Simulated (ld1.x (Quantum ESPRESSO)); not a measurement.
**Cd (Z = 48): TM pseudisation with LDA (PZ), fully relativistic reference atom.**

| Quantity | Value |
| --- | --- |
| Element | cadmium (Cd) |
| Generator | ld1.x (Quantum ESPRESSO) 7.5 |
| Type | norm-conserving Troullier–Martins (Kleinman–Bylander form) |
| Functional | LDA (PZ) |
| Relativity | fully relativistic |
| Frozen core | [Kr] 4d10 |
| Valence charge | 2 |
| Reference configuration | 5s1.5 5p0 (charge +0.5) |
| Partial waves | 5s (bound): rc 2.40 bohr; 5p (bound, empty): rc 3.30 bohr; 5d channel at -0.05 Ry: rc 3.15 bohr |
| Local potential | all-electron potential smoothed inside 2.40 bohr (lloc = -1) |
| Core correction | Bessel-smoothed model core inside 1.85 bohr |

Open shells are filled in proportion to 2j + 1 (rel_dist='average').

Problem. Does the generator finish with these settings?

Solution. Yes, a potential is produced and its reference levels are reproduced.

Problem. Estimate the cutoffs (Ry, on a coarse ladder) from which the occupation-weighted sum of valence levels, in a spherical-Bessel basis at the reference potential, stays within 10 and 1 mRy of its value at 400 Ry.

Solution. 8 Ry and 21 Ry.

Problem. Does the potential have ghost states?

Solution. No extra level below or beside the all-electron valence levels (s, p1/2, p3/2, d3/2, d5/2, f tested).

Problem. Tests: 5s2 5p0; 5s1 5p0; 5s1 5p1; 5s0 5p2; 5s0 5p1. Which has the largest error in its energy relative to the reference configuration, and how large is it?

Solution. 5s0 5p1, with -107 meV (all-electron minus pseudo) on +11.65 eV.
